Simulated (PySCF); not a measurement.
hydrogen telluride (H$_{2}$Te), singlet, geometry from GFN2-xTB (core potentials on Te), atoms displaced at random by about 0.08 Å a coordinate; PBE/def2-TZVP, gradient in PySCF.

PySCF was given this input:
```python
from pyscf import gto, scf, dft

mol = gto.Mole()
mol.atom = '''
    Te   -0.04603723    0.15675997    0.01497349
    H    -1.14366118   -1.10599491   -0.12613290
    H     1.18898177   -1.04582880   -0.10880613
'''
mol.basis = 'def2-tzvp'
mol.ecp = {'Te': 'def2-tzvp'}
mol.verbose = 4
mol.build()

mf = dft.RKS(mol)
mf.xc = 'pbe'
mf.grids.level = 5
mf.kernel()
g = mf.nuc_grad_method()
g.grid_response = False
grad = g.kernel()
```

Task: Predict the main parts of the log of this PySCF run.

Result: 
```
PySCF version 2.14.0

[INPUT] verbose = 4
[INPUT] num. atoms = 3
[INPUT] num. electrons = 26
[INPUT] charge = 0
[INPUT] spin (= nelec alpha-beta = 2S) = 0
[INPUT] symmetry False subgroup None
[INPUT] Mole.unit = angstrom
[INPUT] Symbol           X                Y                Z      unit          X                Y                Z       unit  Magmom
[INPUT]  1 Te    -0.046037230000   0.156759970000   0.014973490000 AA   -0.086997756234   0.296233410595   0.028295795229 Bohr   0.0
[INPUT]  2 H     -1.143661180000  -1.105994910000  -0.126132900000 AA   -2.161206409497  -2.090027475063  -0.238356636297 Bohr   0.0
[INPUT]  3 H      1.188981770000  -1.045828800000  -0.108806130000 AA    2.246849912401  -1.976330005183  -0.205613786374 Bohr   0.0

nuclear repulsion = 15.1393500212057
number of shells = 24
number of NR pGTOs = 108
number of NR cGTOs = 62
basis = def2-tzvp
ecp = {'Te': 'def2-tzvp'}

******** <class 'pyscf.dft.rks.RKS'> ********
method = RKS
initial guess = minao
damping factor = 0
level_shift factor = 0
DIIS = <class 'pyscf.scf.diis.CDIIS'>
diis_start_cycle = 1
diis_space = 8
diis_damp = 0
SCF conv_tol = 1e-09
SCF conv_tol_grad = None
SCF max_cycles = 50
direct_scf = True
direct_scf_tol = 1e-13
XC library pyscf.dft.libxc version 7.1.2
    S. Lehtola, C. Steigemann, M. J. T. Oliveira, and M. A. L. Marques,  SoftwareX 7, 1–5 (2018)
XC functionals = pbe
    J. P. Perdew, K. Burke, and M. Ernzerhof,  Phys. Rev. Lett. 77, 3865 (1996)
    J. P. Perdew, K. Burke, and M. Ernzerhof,  Phys. Rev. Lett. 78, 1396 (1997)
    J. P. Perdew, K. Burke, and M. Ernzerhof,  Phys. Rev. Lett. 77, 3865 (1996)
    J. P. Perdew, K. Burke, and M. Ernzerhof,  Phys. Rev. Lett. 78, 1396 (1997)
radial grids:
    Treutler-Ahlrichs [JCP 102, 346 (1995); DOI:10.1063/1.469408] (M4) radial grids

becke partition: Becke, JCP 88, 2547 (1988); DOI:10.1063/1.454033
pruning grids: <function nwchem_prune>
grids dens level: 5
symmetrized grids: False
atomic radii adjust function: <function treutler_atomic_radii_adjust>
small_rho_cutoff = 0
Set gradient conv threshold to 3.16228e-05
Initial guess from minao.
tot grids = 93904
init E= -227.628259123732
  HOMO = -0.918819378507784  LUMO = -0.592149896014917  gap/eV = 8.88913
cycle= 1 E= -267.190883306725  delta_E= -39.6  |g|= 3.38  |ddm|= 27.5
  HOMO = 0.0397770829281443  LUMO = 0.106522692007008  gap/eV = 1.81624
cycle= 2 E= -266.100849741382  delta_E= 1.09  |g|= 4.61  |ddm|= 10.7
  HOMO = -0.195920235501759  LUMO = -0.0668664020057621  gap/eV = 3.51173
cycle= 3 E= -269.188697802666  delta_E= -3.09  |g|= 0.256  |ddm|= 5.92
  HOMO = -0.200097735033311  LUMO = -0.0649298688420838  gap/eV = 3.67810
cycle= 4 E= -269.187380085862  delta_E= 0.00132  |g|= 0.238  |ddm|= 0.378
  HOMO = -0.201651980975147  LUMO = -0.0659146233907135  gap/eV = 3.69360
cycle= 5 E= -269.197129036191  delta_E= -0.00975  |g|= 0.0179  |ddm|= 0.197
  HOMO = -0.202162335728287  LUMO = -0.0676595685741184  gap/eV = 3.66001
cycle= 6 E= -269.197209233268  delta_E= -8.02e-05  |g|= 0.00905  |ddm|= 0.028
  HOMO = -0.202590171955915  LUMO = -0.0677515371018416  gap/eV = 3.66915
cycle= 7 E= -269.19723182755  delta_E= -2.26e-05  |g|= 0.00251  |ddm|= 0.00998
  HOMO = -0.202608053117349  LUMO = -0.0676717082011695  gap/eV = 3.67180
cycle= 8 E= -269.1972335588  delta_E= -1.73e-06  |g|= 0.000429  |ddm|= 0.00294
  HOMO = -0.202526887790311  LUMO = -0.0676107225256208  gap/eV = 3.67126
cycle= 9 E= -269.19723363082  delta_E= -7.2e-08  |g|= 6.01e-05  |ddm|= 0.000831
  HOMO = -0.202537002366025  LUMO = -0.0676167314009239  gap/eV = 3.67137
cycle= 10 E= -269.197233631868  delta_E= -1.05e-09  |g|= 9.55e-06  |ddm|= 0.000125
  HOMO = -0.202536562276171  LUMO = -0.067617084397253  gap/eV = 3.67135
cycle= 11 E= -269.197233631896  delta_E= -2.74e-11  |g|= 2.14e-06  |ddm|= 1.32e-05
  HOMO = -0.202536510542588  LUMO = -0.0676170018138373  gap/eV = 3.67135
Extra cycle  E= -269.197233631893  delta_E= 2.39e-12  |g|= 3.83e-06  |ddm|= 6.89e-06
converged SCF energy = -269.197233631893

******** <class 'pyscf.grad.rks.Gradients'> for <class 'pyscf.dft.rks.RKS'> ********
unit = Eh/Bohr
grid_response = False
--------------- RKS gradients ---------------
         x                y                z
0 Te    -0.0097852039     0.0154787082     0.0016215555
1 H     0.0003251894    -0.0031478624    -0.0003375246
2 H     0.0094599471    -0.0123418995    -0.0012853198
----------------------------------------------
```
